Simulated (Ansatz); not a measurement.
```yaml
crystal:
  periodic: [false, false, false]
  atoms:
    - {symbol: C, position_ang: [-0.376161, -0.198433, 2.694984]}
    - {symbol: S, position_ang: [1.028837, -2.302635, 0.363952]}
    - {symbol: Ga, position_ang: [0.583972, -0.104186, -3.064372]}
    - {symbol: Cl, position_ang: [1.856363, -1.481609, -6.611879]}
    - {symbol: Cl, position_ang: [-1.155592, 3.530761, -2.972947]}
    - {symbol: H, position_ang: [-2.359366, 0.154899, 2.284436]}
    - {symbol: H, position_ang: [0.645257, 1.582174, 2.807417]}
    - {symbol: H, position_ang: [-0.223311, -1.180971, 4.498410]}
basis:
  gaussian: {orbitals: def2-SVP}
hamiltonian: {xc: {name: HSE06}, dispersion: d3bjatm}
```

```sh
$ ansatz run in.yaml --threads 4 --pin off --events-out ev --progress --plain --max-ram 10444MiB
```

It prints (some lines left out):

```
Functional definition: HSE06
1098 factors; integrals over basis functions are off by at most 5.2e-4 eV
97 factors; integrals over basis functions are off by at most 1.9e-6 eV
mean field evaluation 1: about -89275.2247 eV, gradient 3.6e1 eV
mean field evaluation 2: about -88717.2821 eV, gradient 1.8e2 eV
mean field evaluation 4: about -89139.4462 eV, gradient 1.2e2 eV
mean field evaluation 8: about -89283.9770 eV, gradient 1.3e0 eV
mean field evaluation 16: about -89284.0594 eV, gradient 2.0e0 eV
mean field evaluation 32: about -89284.0967 eV, gradient 8.7e-1 eV
mean field evaluation 64: about -89284.1125 eV, gradient 1.2e-4 eV
mean field -89284.11247964 eV, -3281.1306146818 hartree, gradient 2.7e-6 eV, S^2 0.000000; 10 other end points of the search recorded, 0 dependent functions left out
reference -89284.11253591 eV, -3281.1306167496 hartree; 45, 45 occupied and 70, 70 virtual orbitals, 1098 factors
Total energy: -89284.24649676 eV, -3281.1355397202 hartree
```

Task: Something in this input is off. What?

Result: The coordinates are in bohr but typed as ångström. The calculation finished and met its thresholds. The result belongs to that input, not to the molecule as meant.

HSE06 is defined as in plane-wave codes.
